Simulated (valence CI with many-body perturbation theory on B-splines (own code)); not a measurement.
Values are calculated unless marked as measured or tabulated.
## Sensitivity of CI+MBPT for Er XXX

Method: configuration interaction combined with many-body perturbation theory (CI+MBPT): three valence electrons over a frozen Dirac-Fock core [Kr], a basis of 6 s, 6 p, 5 d, 5 f, 1 g functions for each j, with the one-electron correlation potential Σ1 (screened to all orders), the two-electron term Σ2, the three-electron term Σ3, Breit, model QED; selected single and double excitations, second order for the rest, scaled by the run's own slope (own B-spline code, finite nucleus).

No measured spectrum was set against this ion. As an estimate, large intervals hold to a few tenths of a per cent, small ones and those within an open d or f shell to about a per cent. Only levels of the ground parity were solved; by the run's estimate the other parity begins above the list, which can be wrong where configurations are misplaced.

The reference run has the lowest level (4d3/2^3) J=3/2 and an ionisation energy of 1093.74 eV. Its largest variational space holds 2468 state functions.

Levels are named by their leading jj configuration (3d3/2^4 stands for four electrons in 3d with j = 3/2), which in mixed levels can hold well under half, so a name can repeat and another be missing. Letters in brackets count levels of one name in rising energy.

Changed runs:
A. correlating orbitals by l 3 3 3 3 1 → 6 6 5 1 1
B. orbitals per symmetry with explicit Σ2 and valence Breit (the others get mean screening factors) 5 → 1
C. shift of the energy in Σ1 (hartree) 0 → -8.533; hole-hole ladder in Σ2 on → off
D. scale of Σ1 1 → 3 (bad on purpose)

Excitation energies of the reference run in cm⁻¹, and shifts in cm⁻¹:

| Level | Reference | A | B | C | D |
| --- | --- | --- | --- | --- | --- |
| (4d3/2^2 4d5/2) J=5/2 [a] | 69252 | -67 | -20 | +108 | +1088 |
| (4d3/2^2 4d5/2) J=3/2 | 88009 | -15 | -11 | +1641 | +1017 |
| (4d3/2^2 4d5/2) J=7/2 | 94269 | -33 | +25 | +150 | +1187 |
| (4d3/2^2 4d5/2) J=9/2 | 98889 | -16 | +63 | -701 | +1130 |
| (4d3/2^2 4d5/2) J=1/2 | 100699 | -1.1 | -14 | +2249 | +1069 |
| (4d3/2^2 4d5/2) J=5/2 [b] | 149892 | +84 | +41 | +3703 | +1345 |
| (4d3/2 4d5/2^2) J=7/2 [a] | 165557 | -36 | +48 | +1429 | +2130 |
| (4d3/2 4d5/2^2) J=9/2 | 175315 | -47 | +49 | +772 | +2225 |
| (4d3/2 4d5/2^2) J=3/2 [a] | 188195 | +25 | +49 | +4165 | +2171 |
| (4d3/2 4d5/2^2) J=1/2 | 195538 | +22 | +42 | +4440 | +2186 |
| (4d3/2 4d5/2^2) J=11/2 | 202250 | -0.1 | +119 | +31 | +2249 |
| (4d3/2 4d5/2^2) J=5/2 [a] | 205850 | +67 | +71 | +3659 | +2028 |
| Ionisation energy (eV) | 1093.74 | -0.019 | +0.033 | -2.39 | +5.36 |
